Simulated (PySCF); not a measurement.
Spinor energies of Cs²¹⁺ (caesium, charge +21)

Start: [Ar] 3d10 4s2 4p4; 4p1/2 filled at m_j = -1/2, +1/2; 4p3/2 filled at m_j = +1/2, +3/2. Calculated with PySCF 2.14 in an uncontracted even-tempered set (18 s from 1.4 bohr⁻², ratio 2.8; 14 p from 1.8 bohr⁻², ratio 2.8; 9 d from 3.2 bohr⁻², ratio 2.8; 4 f from 10 bohr⁻², ratio 3): generalised Hartree-Fock with the X2C-1e Hamiltonian and a Gaussian nucleus; spin-orbit coupling (SO) screened by Boettger's factors.

| spinor shell | electrons | ε, screened SO (eV) | weight of nominal j (screened SO) | rms radius, screened SO (bohr) |
| --- | --- | --- | --- | --- |
| 1s1/2 | 2 | -36760.1 | 1.000 | 0.0298 |
| 2s1/2 | 2 | -6372.7 | 1.000 | 0.121 |
| 2p1/2 | 2 | -6020.2 | 1.000 | 0.104 |
| 2p3/2 | 4 | -5663.1 | 1.000 | 0.110 |
| 3s1/2 | 2 | -1812.3 | 1.000 | 0.315 |
| 3p1/2 | 2 | -1665.0 | 1.000 | 0.307 |
| 3p3/2 | 4 | -1591.9 | 1.000 | 0.318 |
| 3d3/2 | 4 | -1336.8 | 0.999 | 0.290 |
| 3d5/2 | 6 | -1321.2 | 0.999 | 0.293 |
| 4s1/2 | 2 | -741.07 | 1.000 | 0.678 |
| 4p1/2 | 2 | -682.16 | 0.981 | 0.695 |
| 4p3/2 | 2 | -664.92 | 0.986 | 0.716 |

```csv
quantity,screened SO
E (hartree),-7594.31921
M_J,2
⟨J²⟩,6.007
⟨L²⟩,2.992
⟨S²⟩,1.534
```

Each row is a mean over spinors that exchange with the open shell spreads, by up to 12.795 eV (4s1/2).

Breit and QED terms are absent; they matter most for the inner s and p1/2 levels.

Densities and radii are taken from the X2C orbitals without a picture-change correction, which distorts them close to the nucleus.
